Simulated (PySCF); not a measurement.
An unknown shows these calculated signals:

¹H NMR (600 MHz, computed): δ 7.65 (m, 2H), 7.40 (m, 2H), 4.78 (s, 2H), 0.11 (br s, 1H).

¹³C{¹H} NMR (computed): δ 172.7 (C), 144.1 (C), 136.4 (CH), 122.0 (CH), 71.5 (CH2).

Calculated, not measured (PySCF 2.14): GFN2-xTB geometry, σ from GIAO-PBE0/pcSseg-1. Gas phase, equivalent nuclei averaged, a single conformation, relativity neglected.

References, each an isolated molecule treated in the same way: ¹H (σ = 31.72 ppm), ¹³C (σ = 186.93 ppm) against TMS.

Problem. Which of these does the molecule contain: an OH group, a Si–CH3 group, a non-aromatic C=C double bond, a nitrile, a benzene ring?

Solution. 
- An OH group: yes (δH 0.11 (br s)).
- A Si–CH3 group: no.
- A non-aromatic C=C double bond: no.
- A nitrile: no.
- A benzene ring: yes.

The data belong to SMILES c1c(F)ccc(CO)c1, C7H7FO; they needn't prove each group on their own.

Carbon signals by region: 1 in the far downfield region (above 160 ppm), 3 in the sp2 and nitrile region (100–160 ppm), 1 at 50–100 ppm. Above 160 ppm: 172.7, aromatic carbon bearing fluorine.

OH/NH shifts are gas-phase values; hydrogen bonding in solution moves them, usually downfield. Splittings by ¹⁹F in the carbon and heteronuclear signals aren't shown, as no couplings were computed. Shifts are as computed. Against solution values, carbons near 30 ppm lie about +3 ppm off and those near 130 ppm about +5 ppm. Of 1211 compounds with measured shifts, 218 miss one by over three times the rms of a fit or turn the order of signals round; such compounds aren't used in these exercises. Multiplicities follow the n + 1 count of equivalent neighbours, as no J values were calculated; m marks all less simple cases, F and P coupling included.
